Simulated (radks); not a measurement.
Problem. Spherical quantum dot in the effective-mass picture: electrons in a parabolic well V = omega^2 r^2 / 2 with omega = 0.286, with a point charge +1 (a donor) at the centre, all in effective atomic units (hartree* = m*/eps^2 hartree, bohr* = eps/m* bohr), one dielectric constant everywhere. Method: non-relativistic Kohn-Sham, r2SCAN, spin-polarised, spherical densities, generalised Kohn-Sham scheme; computed with a radial shooting solver with Libxc functionals. Levels are named by radial order and angular momentum (1s, 1p, 1d, 2s, ...), and open shells are averaged over m. Results are scaled to m* = 0.027 and eps = 6.7, for which hartree* = 16.37 meV and bohr* = 13.13 nm. At N = 6 the configuration is 1s2 1p(up 3, down 1). Does electron 7 go into 1p down or 2s down or 2s up?

Solution. Into 1p down. The total energies of the other choices lie higher by 0.847 meV (2s up), 1.21 meV (2s down).
